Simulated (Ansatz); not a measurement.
Relaxation of C₂H₁₀OSi (14 atoms, charge 0, multiplicity 1), to a largest force component of 0.03 eV/Å in at most 50 steps.

Theory: Ansatz, UKS B3LYP-D4/6-31G*.

```xyz
14
Properties=species:S:1:pos:R:3
Si -1.070 1.042 1.146
C 0.779 -1.021 -0.420
C 1.130 -0.129 -1.612
H -1.572 0.810 -0.235
H -1.736 2.284 1.646
O -1.355 -0.248 2.166
H 0.951 -0.504 0.515
H 0.359 1.223 1.134
H 1.394 -1.930 -0.416
H -0.267 -1.343 -0.449
H 2.173 0.205 -1.561
H 0.995 -0.656 -2.563
H 0.498 0.766 -1.641
H -2.280 -0.497 2.289
```

**Question.** Where does it end, and by what steps?

**Answer.** The run converged. The force dipped under the threshold on the way, but the program's further checks kept it going. After 21 steps the energy has fallen by 0.198 eV; H8 moved furthest, 1.18 Å.

```csv
step,energy less start (eV),largest force component (eV/Å),accepted
0,0.0000,0.938,yes
1,-0.1306,0.219,yes
2,-0.1652,0.117,yes
3,-0.0577,2.335,no
4,-0.1686,0.067,yes
5,-0.1701,0.037,yes
6,-0.1713,0.099,yes
7,-0.1724,0.072,yes
8,-0.1736,0.090,yes
9,-0.1743,0.096,yes
10,-0.1750,0.165,yes
11,-0.1766,0.140,yes
12,-0.1777,0.290,yes
13,-0.1841,0.142,yes
14,-0.1892,0.129,yes
15,-0.1925,0.122,yes
16,-0.1944,0.132,yes
17,-0.1932,0.436,no
18,-0.1964,0.022,yes
19,-0.1972,0.031,yes
20,-0.1977,0.059,yes
21,-0.1980,0.020,yes
```

```xyz
14
Properties=species:S:1:pos:R:3
Si -1.250 1.472 1.231
C 0.681 -1.472 -0.711
C 1.200 -0.227 -1.436
H -1.832 1.030 -0.067
H -2.292 2.276 1.933
O -0.721 0.189 2.159
H 0.384 -1.234 0.316
H -0.059 2.318 0.989
H 1.450 -2.253 -0.665
H -0.190 -1.896 -1.226
H 2.068 0.200 -0.920
H 1.506 -0.458 -2.464
H 0.431 0.552 -1.489
H -1.376 -0.498 2.348
```

Whether the end is a true minimum wasn't checked by a vibrational analysis.

The run took 27 s on 2 threads of AMD EPYC 9B45 (Zen 5) (shared host), peak memory 0.25 GiB.
